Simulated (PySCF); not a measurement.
dimethyl thioether (C$_{2}$H$_{6}$S), singlet, at a GFN2-xTB geometry. Base run: CCSD/3-21G (PySCF).

Here is a job for PySCF.
```python
from pyscf import gto, scf, cc

mol = gto.M(
    atom='''
C    -0.007850    1.377404   -0.513607
S     0.002549   -0.002333    0.664816
C     0.003874   -1.373765   -0.523307
H    -0.009534    2.291986    0.069400
H     0.883687    1.332437   -1.133295
H    -0.903678    1.324796   -1.126468
H     0.010004   -2.292417    0.053236
H    -0.892387   -1.324474   -1.135809
H     0.894977   -1.316832   -1.142635
''',
    basis='3-21g',
    charge=0,
    spin=0,
    verbose=4,
)

mf = scf.RHF(mol)
mf.kernel()

mycc = cc.CCSD(mf)
mycc.kernel()
print('E(CCSD) = %.10f' % mycc.e_tot)
```

Variants of this job, named by their change:

```csv
change,ΔE vs base (kcal/mol),MP2 correlation (Eh),CC correlation without the perturbative part (Eh),basis functions
base,0.000,-0.25062,-0.28685,43
cc.level_shift = 0.2,0.000,-0.25062,-0.28685,43
method = ccsd(t),(withheld),-0.25062,-0.28685,43
frozen = 6,(withheld),(withheld),(withheld),43
cc.direct = True,0.000,-0.25062,-0.28685,43
cc.conv_tol = 1e-9,0.000,-0.25062,-0.28685,43
cc.diis_space = 3,0.000,-0.25062,-0.28685,43
method = cisd,(withheld),-,-,43
cc.iterative_damping = 0.8,0.000,-0.25062,-0.28685,43
cart = on,0.000,-0.25062,-0.28685,43
```

Q: Complete the blanks.

A: 
- method = ccsd(t), ΔE vs base (kcal/mol): -3.83
- frozen = 6, ΔE vs base (kcal/mol): 4.56
- frozen = 6, MP2 correlation (Eh): -0.24265
- frozen = 6, CC correlation without the perturbative part (Eh): -0.27958
- method = cisd, ΔE vs base (kcal/mol): 17.10
